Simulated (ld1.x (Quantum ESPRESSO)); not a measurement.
**Before and after: TM potential for boron (B)**

```
Element                 : boron (B)
Generator               : ld1.x (Quantum ESPRESSO) 7.5
Type                    : norm-conserving Troullier–Martins (Kleinman–Bylander form)
Functional              : PBE
Relativity              : scalar-relativistic
Frozen core             : [He]
Valence charge          : 3
Reference configuration : 2s2 2p1
Partial waves           : 2s (bound): rc 1.05 bohr; 2p (bound): rc 2.20 bohr; 3d channel at 0.15 Ry: rc 2.00 bohr
Local potential         : all-electron potential smoothed inside 1.00 bohr (lloc = -2)
Core correction         : a·sin(br)/r model core inside 0.85 bohr
```

Change: core correction a·sin(br)/r model core inside 1.28 bohr.

Cutoffs: the cutoffs (Ry, on a coarse ladder) from which the occupation-weighted sum of valence levels, in a spherical-Bessel basis at the reference potential, stays within 10 and 1 mRy of its value at 400 Ry; they do not see the model core or the augmentation charge, which bear on the density cutoff. Errors are all-electron minus pseudo energies relative to the spin-unpolarised reference configuration.

Problem. What does the change do?

Solution. The potential gets neither clearly harder nor softer (45 Ry and 100 Ry → 45 Ry and 100 Ry); of the 7 tests that both files solve, the error grows in 3 and shrinks in 0 by more than 15 % and 0.3 meV (median size 4.1 → 11.6 meV); neither file shows a bound ghost. A wider model core is smoother and lowers the density cutoff, which this test does not measure.

| quantity | base | changed |
| --- | --- | --- |
| cutoff, loose | 45 Ry | 45 Ry |
| cutoff, tight | 100 Ry | 100 Ry |
| bound ghosts | none | none |
| error for 2s2 2p0, meV [ΔE 8.22 eV] | +33 | +35 |
| error for 2s1 2p0, meV [ΔE 33.64 eV] | +141 | +126 |
| error for 2s2 2p0.5, meV [ΔE 2.89 eV] | +4.1 | +4.5 |
| error for 2s1 2p2, meV [ΔE 5.85 eV] | +0.1 | +5.5 |
| error for 2s2 2p1.3, meV [ΔE -0.74 eV] | +0.3 | +0.4 |
| error for 2s1 2p1, meV [ΔE 14.36 eV] | -8.6 | -12 |
| error for 2s0 2p3, meV [ΔE 11.72 eV] | +0.4 | +22 |
| s: phases at 2.39 bohr within 0.05 rad from the reference energy up to (Ry; the scan ends near 5) | 2.3 | 2.3 |
| p: phases at 2.39 bohr within 0.05 rad from the reference energy up to (Ry; the scan ends near 5) | 2.1 | 2.1 |
| d: phases at 2.39 bohr within 0.05 rad from the reference energy up to (Ry; the scan ends near 5) | to the end of the scan | to the end of the scan |
